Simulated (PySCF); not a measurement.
Au: interval between two levels

Au [Xe] 4f14 5d10 6s1 [2S1/2, M_J = 1/2] → Au [Xe] 4f14 5d9 6s1 6p1 [4F9/2, M_J = 9/2], as a difference of total energies. All numbers are calculated (PySCF 2.14, the two-component X2C-1e Hamiltonian, in x2c-TZVPall-2c). Correlated levels: [Kr] 4d10 4f14 frozen; the 34 highest virtual spinors dropped. "Screened" scales the spin-orbit matrix elements by Boettger's factors to mimic the two-electron term; Breit and QED terms are absent.

```
                    method  interval between two levels (cm⁻¹)
 GHF (screened spin-orbit)                               37359
GMP2 (screened spin-orbit)                               47996
```

The labels give the starting determinants; with spin-orbit coupling the two ends relaxed to ⟨J²⟩ = 0.75, ⟨L²⟩ = 0.18, ⟨S²⟩ = 0.94 and ⟨J²⟩ = 24.78, ⟨L²⟩ = 12.19, ⟨S²⟩ = 3.93.
